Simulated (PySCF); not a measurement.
A GIAO shielding run with PySCF 2.14 (density fitting, non-relativistic, gas phase) on SMILES OB(P)C1CC1, C₃H₈BOP:

```
$ OMP_NUM_THREADS=1 python probes_run.py task.json out

{"job": {"kind": "nmr", "xc": "WP04", "basis": "pcSseg-1", "pop": false}, "charge": 0, "multiplicity": 1}
O      1.497599    -0.977769     1.630991
B      0.882334    -0.470909     0.531170
P      1.898543    -0.100933    -1.091387
C     -0.663036    -0.330808     0.581108
C     -1.494090    -0.393232    -0.686675
C     -1.356256     0.900973     0.023176
H      2.454200    -1.045279     1.558111
H      1.252399     1.113778    -1.460317
H      3.011125     0.537146    -0.463374
H     -1.132849    -0.757582     1.474460
H     -0.967899    -0.530733    -1.636626
H     -2.450579    -0.919529    -0.632574
H     -2.214140     1.280198     0.584550
H     -0.736400     1.682913    -0.424591
```

Hardware: 1 thread of an Arm Neoverse V1, shared host. The job also computes ring-centre shieldings.

Q: How large is the calculation?

A: 54 electrons, 149 basis functions and 791 auxiliary functions.

Q: How long does it take, and how much memory does it need?

A: 15 s of wall time, with 14 SCF cycles and 4 response iterations; peak memory 0.85 GiB. Times on a shared host scatter by some tens of per cent.

Q: And these other runs on the same molecule and hardware: GIAO shielding at B3LYP/pcSseg-1; GIAO shielding at B97-D/pcSseg-1; GIAO shielding at BLYP/pcSseg-1; GIAO shielding at BP86/pcSseg-1; GIAO shielding at HF/pcSseg-1; GIAO shielding at KT2/pcSseg-1?

A: B3LYP/pcSseg-1: 149 functions, 14 s; B97-D/pcSseg-1: 149 functions, 21 s; BLYP/pcSseg-1: 149 functions, 22 s; BP86/pcSseg-1: 149 functions, 22 s; HF/pcSseg-1: 149 functions, 7.1 s; KT2/pcSseg-1: 149 functions, 23 s.
